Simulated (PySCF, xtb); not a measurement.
Zr(F)3(OH)(OH2) (F3H3O2Zr), SMILES [OH][Zr](<-[OH2])([F])([F])[F], multiplicity 1. The values are those of a single conformer.

Harmonic wavenumbers (cm⁻¹) from GFN2-xTB run with xtb at its own minimum, in rising order: 50, 99, 108, 118, 152, 169, 209, 215, 229, 244, 370, 373, 415, 475, 515, 538, 577, 1445, 3438, 3455, 3573.

**Question.** What does PBE-D3(BJ)/def2-SVP run with PySCF give at its own minimum? (The exact figures need the calculation; the answer reports its results.)

**Answer.** 89, 90, 146, 153, 176, 183, 210, 243, 274, 316, 325, 418, 503, 613, 651, 665, 722, 1553, 3659, 3757, 3876. Paired by order, the mean absolute difference is 93 cm⁻¹ and the zero-point energies are 24.0 and 26.6 kcal/mol.
